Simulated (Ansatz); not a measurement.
Input for Ansatz (a program for electronic structure): U-CCSD(T)/cc-pVTZ on GeH2O (SMILES [OH][GeH]), a point of a bond scan (R = 1.156 Å). The run froze 15 orbitals, filled d shells among them.

Ansatz 0.2 input:
```yaml
crystal:
  periodic: [false, false, false]
  atoms:
    - {symbol: Ge, position_ang: [-0.23528061, -0.20095819, 0.24734314]}
    - {symbol: H, position_ang: [-1.41085702, -0.03172168, -0.85873679]}
    - {symbol: O, position_ang: [1.02522544, 0.68082931, -0.68889534]}
    - {symbol: H, position_ang: [0.68059473, 1.08273324, -1.71631798]}
basis:
  gaussian:
    orbitals: cc-pVTZ
correlation: {method: ccsd_t, electrons: outside_noble_gas}
scf: {omitted_lower_state_checks: [cluster_reference]}
magnetization: {spin_polarized: true, initial_magnetization: 0}
```

Task: Predict the final total energy.

Result: -2151.8105 hartree (reference determinant -2151.4252, T1 diagnostic 0.020).

Task: How many basis functions does it have, and what does it roughly cost on one machine?

Result: 101 functions; very roughly 6 core-seconds.
